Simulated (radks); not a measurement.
Charge is removed step by step from the 1s down level of N, starting from 1s(up 1, down 1) 2s2 2p3. Method: scalar-relativistic Kohn-Sham, PBE, spin-polarised, spherical densities, finite nucleus; open shells are filled with parallel spins first; Fermi nuclear charge, rms radius 2.5582 fm; computed with a radial shooting solver on a logarithmic mesh with Libxc functionals.

removed (e)	E - E(0) (eV)	eigenvalue (eV)
0	0.000	-382.66
0.125	48.284	-389.90
0.25	97.469	-397.05
0.375	147.54	-404.04
0.5	198.47	-410.75
0.625	250.20	-417.00
0.75	302.68	-422.41
0.875	355.73	-425.84

The mean slope of the eigenvalue, de/dn, is 49.4 eV per electron.
